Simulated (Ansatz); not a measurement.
Spectroscopic constants of TeH, multiplicity 2 (the spin of the measured ground state). No spin–orbit coupling.

| level | bond energy D_e (kcal/mol) |
|---|---|
| SVWN5/def2-TZVPP | 80.52 |
| PBE/def2-TZVPP | 69.02 |
| r2SCAN/def2-TZVPP | 68.50 |
| B97M-V/def2-TZVPP | 69.87 |
| B3LYP/def2-TZVPP | 69.63 |
| PBE0/def2-TZVPP | 67.43 |
| BHLYP/def2-TZVPP | 67.12 |
| CAM-B3LYP/def2-TZVPP | 69.32 |
| wB97X-V/def2-TZVPP | 69.99 |
| wB97M-V/def2-TZVPP | 68.32 |
| B2PLYP/def2-TZVPP | 67.93 |
| CCSD/def2-TZVPP | 66.15 |
| CCSD/def2-QZVPP | 67.66 |
| CCSD(T)/def2-TZVPP | 67.25 |
| CCSD(T)/def2-QZVPP | 68.91 |

The rows run from 66.15 (CCSD/def2-TZVPP) to 80.52 kcal/mol (SVWN5/def2-TZVPP). From def2-TZVPP to def2-QZVPP CCSD(T) changes by 1.66. The 11 functionals in def2-TZVPP without D3 or D4 span 13.40, from BHLYP to SVWN5.

D_e counts from the fitted minimum to each atom's lowest state at the same level, without counterpoise.

Correlated levels freeze the inner cores; with def2 sets outer-core shells near the valence are correlated too.

The values were computed with Ansatz (Gaussian orbitals).  In def2 rows elements past Kr take small-core potentials, without spin–orbit coupling.

Ansatz is a quantum-chemistry and plane-wave program.
